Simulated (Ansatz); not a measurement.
Relaxation of ClH3O3Si (8 atoms, charge 0, multiplicity 1), to a largest force component of 0.02 eV/Å in at most 40 steps.

Theory: Ansatz 0.2.0, RKS PBE/STO-3G.

```xyz
8
Properties=species:S:1:pos:R:3:forces:R:3
Si 0.000 0.000 0.000 -0.37 -0.66 0.11
Cl 0.000 0.000 2.130 -0.02 0.00 0.56
O 1.584 0.000 -0.559 0.46 1.63 -0.37
H 1.901 -0.952 -0.676 -0.19 -0.89 0.15
O -0.791 1.371 -0.559 1.16 1.41 -0.19
H -1.749 1.140 -0.782 -0.65 -0.66 0.04
O -0.791 -1.371 -0.559 -0.11 -0.59 -1.03
H -1.246 -1.837 0.213 -0.28 -0.24 0.74
```

Task: Where does it end, and by what steps?

Result: It converged. Limits of this set-up: minimal basis. After 7 steps the energy has fallen by 0.252 eV; H6 moved furthest, 0.32 Å.

| step | energy less start (eV) | largest force component (eV/Å) | accepted |
| --- | --- | --- | --- |
| 0 | 0.0000 | 1.633 | yes |
| 1 | -0.1472 | 0.796 | yes |
| 2 | -0.1715 | 1.601 | yes |
| 3 | -0.2327 | 0.346 | yes |
| 4 | -0.2496 | 0.162 | yes |
| 5 | -0.2520 | 0.025 | yes |
| 6 | -0.2522 | 0.030 | yes |
| 7 | -0.2522 | 0.003 | yes |

```xyz
8
Properties=species:S:1:pos:R:3
Si -0.044 -0.052 -0.115
Cl -0.107 -0.094 2.052
O 1.545 0.039 -0.721
H 1.967 -0.864 -0.452
O -0.705 1.379 -0.761
H -1.708 1.321 -0.522
O -0.884 -1.474 -0.586
H -1.156 -1.904 0.312
```

Whether the end is a true minimum wasn't checked by a vibrational analysis.

The run took 18 s on 1 thread of Arm Neoverse V1, with other jobs on the host, peak memory 0.12 GiB.
